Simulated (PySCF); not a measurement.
**Dipole response of Cr⁺ (chromium, charge +1)**

[Ar] 3d4 4s1, high-spin 6D determinant (an excited configuration). All numbers are calculated (PySCF 2.14, scalar relativity by spin-free X2C-1e, in aug-cc-pVQZ-DK). Coupled (time-dependent) response in atomic units; α is the mean over directions.

| method | mean α (bohr³) | α xx, yy, zz | C₆ (like pair) | S(−4) |
| --- | --- | --- | --- | --- |
| PW91 | 31.99 | 32.26, 32.26, 31.44 | 177.2 | 806.1 |

S(−4) is the Cauchy moment in α(ω) = α(0) + S(−4) ω² + …

α(iu) at PW91:

| u (hartree) | α(iu) (bohr³) |
| --- | --- |
| 0 | 31.99 |
| 0.0500 | 30.11 |
| 0.100 | 25.75 |
| 0.200 | 17.01 |
| 0.300 | 11.58 |
| 0.500 | 6.595 |
| 0.750 | 4.177 |
| 1.00 | 3.028 |
| 1.50 | 1.901 |
| 2.00 | 1.335 |
| 3.00 | 0.7743 |
| 5.00 | 0.3600 |

For an ion, C₆ is the dispersion term alone; charge-induced terms of lower order in 1/R come first.

The components differ because the open shell of this determinant is not spherical; for a pure term their mean is the scalar polarisability.
